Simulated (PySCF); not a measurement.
Species: C₉H₁₃N.
Numbering: `[CH3:1][N:2]([CH3:3])[CH2:4][c:5]1[cH:6][cH:7][cH:8][cH:9][cH:10]1` (hydrogens: H11, H12, H13 on C1; H14, H15, H16 on C3; H17, H18 on C4; H19 on C6; H20 on C7; H21 on C8; H22 on C9; H23 on C10)

The same species was optimised twice, with GFN2-xTB and with PBE0-D3(BJ)/def2-SVP (PySCF), and the same property calculations (PySCF, gas phase) were run on both structures.

```json
{"coordinate": "N2–C4 (Å)", "GFN2-xTB": "1.456", "PBE0-D3(BJ)/def2-SVP": "1.444", "change": "-0.012"}
{"coordinate": "C6–C7 (Å)", "GFN2-xTB": "1.385", "PBE0-D3(BJ)/def2-SVP": "1.395", "change": "+0.010"}
{"coordinate": "C8–C9 (Å)", "GFN2-xTB": "1.386", "PBE0-D3(BJ)/def2-SVP": "1.396", "change": "+0.010"}
{"coordinate": "C9–C10 (Å)", "GFN2-xTB": "1.382", "PBE0-D3(BJ)/def2-SVP": "1.392", "change": "+0.010"}
{"coordinate": "C7–C8 (Å)", "GFN2-xTB": "1.384", "PBE0-D3(BJ)/def2-SVP": "1.393", "change": "+0.009"}
{"coordinate": "C5–C6 (Å)", "GFN2-xTB": "1.387", "PBE0-D3(BJ)/def2-SVP": "1.397", "change": "+0.010"}
{"coordinate": "C5–C10 (Å)", "GFN2-xTB": "1.390", "PBE0-D3(BJ)/def2-SVP": "1.399", "change": "+0.009"}
{"coordinate": "N2–C3 (Å)", "GFN2-xTB": "1.446", "PBE0-D3(BJ)/def2-SVP": "1.439", "change": "-0.007"}
{"coordinate": "C1–N2 (Å)", "GFN2-xTB": "1.448", "PBE0-D3(BJ)/def2-SVP": "1.441", "change": "-0.007"}
{"coordinate": "C4–C5 (Å)", "GFN2-xTB": "1.504", "PBE0-D3(BJ)/def2-SVP": "1.509", "change": "+0.005"}
{"coordinate": "N2–C4–C5 (°)", "GFN2-xTB": "111.2", "PBE0-D3(BJ)/def2-SVP": "113.2", "change": "+2.0"}
{"coordinate": "C1–N2–C4 (°)", "GFN2-xTB": "111.4", "PBE0-D3(BJ)/def2-SVP": "112.8", "change": "+1.4"}
{"coordinate": "C3–N2–C4 (°)", "GFN2-xTB": "111.4", "PBE0-D3(BJ)/def2-SVP": "112.8", "change": "+1.4"}
{"coordinate": "C1–N2–C3 (°)", "GFN2-xTB": "111.1", "PBE0-D3(BJ)/def2-SVP": "112.4", "change": "+1.3"}
{"coordinate": "C4–C5–C10 (°)", "GFN2-xTB": "119.6", "PBE0-D3(BJ)/def2-SVP": "120.1", "change": "+0.5"}
{"coordinate": "C4–C5–C6 (°)", "GFN2-xTB": "121.3", "PBE0-D3(BJ)/def2-SVP": "121.1", "change": "-0.2"}
{"coordinate": "C5–C6–C7 (°)", "GFN2-xTB": "120.5", "PBE0-D3(BJ)/def2-SVP": "120.8", "change": "+0.3"}
{"coordinate": "C6–C5–C10 (°)", "GFN2-xTB": "119.0", "PBE0-D3(BJ)/def2-SVP": "118.8", "change": "-0.2"}
{"coordinate": "C1–N2–C4–C5 (°)", "GFN2-xTB": "-64", "PBE0-D3(BJ)/def2-SVP": "-67", "change": "-3"}
{"coordinate": "N2–C4–C5–C6 (°)", "GFN2-xTB": "129", "PBE0-D3(BJ)/def2-SVP": "141", "change": "+12"}
```

Rotational constants: A = 3285, B = 763.8, C = 719.2 MHz (GFN2-xTB) against A = 3288, B = 745.1, C = 695.5 MHz (PBE0-D3(BJ)/def2-SVP). Point groups within 0.08 Å: C1 and C1.

On the GFN2-xTB structure: HOMO (eV) -6.25 [PBE0/pcSseg-1]; LUMO (eV) -0.16 [PBE0/pcSseg-1]; dipole (D) 0.69 [PBE0/pcSseg-1]; GIAO shielding of C1/C3 (mean) (ppm) 140.1 [PBE0/pcSseg-1]; GIAO shielding of N2 (ppm) 215.4 [PBE0/pcSseg-1]; GIAO shielding of C4 (ppm) 119.0 [PBE0/pcSseg-1]; GIAO shielding of C5 (ppm) 39.9 [PBE0/pcSseg-1]; GIAO shielding of C6/C10 (mean) (ppm) 51.9 [PBE0/pcSseg-1]; GIAO shielding of C7/C9 (mean) (ppm) 53.1 [PBE0/pcSseg-1]; GIAO shielding of C8 (ppm) 54.2 [PBE0/pcSseg-1].

Task: What do these properties become on the PBE0-D3(BJ)/def2-SVP structure?

Result: 
```json
{"property": "HOMO (eV)", "level": "PBE0/pcSseg-1", "on GFN2-xTB": "-6.25", "on PBE0-D3(BJ)/def2-SVP": "-6.20", "change": "+0.05"}
{"property": "LUMO (eV)", "level": "PBE0/pcSseg-1", "on GFN2-xTB": "-0.16", "on PBE0-D3(BJ)/def2-SVP": "-0.18", "change": "-0.02"}
{"property": "dipole (D)", "level": "PBE0/pcSseg-1", "on GFN2-xTB": "0.69", "on PBE0-D3(BJ)/def2-SVP": "0.72", "change": "+0.03"}
{"property": "energy, GFN2-xTB geometry as zero (kcal/mol)", "level": "PBE0/pcSseg-1", "on GFN2-xTB": "0.0", "on PBE0-D3(BJ)/def2-SVP": "-0.5", "change": "-0.5"}
{"property": "GIAO shielding of C1/C3 (mean) (ppm)", "level": "PBE0/pcSseg-1", "on GFN2-xTB": "140.1", "on PBE0-D3(BJ)/def2-SVP": "139.7", "change": "-0.4"}
{"property": "GIAO shielding of N2 (ppm)", "level": "PBE0/pcSseg-1", "on GFN2-xTB": "215.4", "on PBE0-D3(BJ)/def2-SVP": "224.0", "change": "+8.6"}
{"property": "GIAO shielding of C4 (ppm)", "level": "PBE0/pcSseg-1", "on GFN2-xTB": "119.0", "on PBE0-D3(BJ)/def2-SVP": "119.6", "change": "+0.6"}
{"property": "GIAO shielding of C5 (ppm)", "level": "PBE0/pcSseg-1", "on GFN2-xTB": "39.9", "on PBE0-D3(BJ)/def2-SVP": "38.3", "change": "-1.6"}
{"property": "GIAO shielding of C6/C10 (mean) (ppm)", "level": "PBE0/pcSseg-1", "on GFN2-xTB": "51.9", "on PBE0-D3(BJ)/def2-SVP": "50.5", "change": "-1.4"}
{"property": "GIAO shielding of C7/C9 (mean) (ppm)", "level": "PBE0/pcSseg-1", "on GFN2-xTB": "53.1", "on PBE0-D3(BJ)/def2-SVP": "50.6", "change": "-2.5"}
{"property": "GIAO shielding of C8 (ppm)", "level": "PBE0/pcSseg-1", "on GFN2-xTB": "54.2", "on PBE0-D3(BJ)/def2-SVP": "51.7", "change": "-2.5"}
```

The heavy atoms differ by 0.117 Å rms after alignment. Among bonds between heavy atoms N2–C4 changes most (-0.012 Å). Changes are differences of the printed values. Neither structure is proved a minimum here.

Shape of the structure used: `[CH3:1][N:2]([CH3:3])[CH2:4][c:5]1[cH:6][cH:7][cH:8][cH:9][cH:10]1`: C1–N2–C4–C5 -67°, N2–C4–C5–C6 141°.
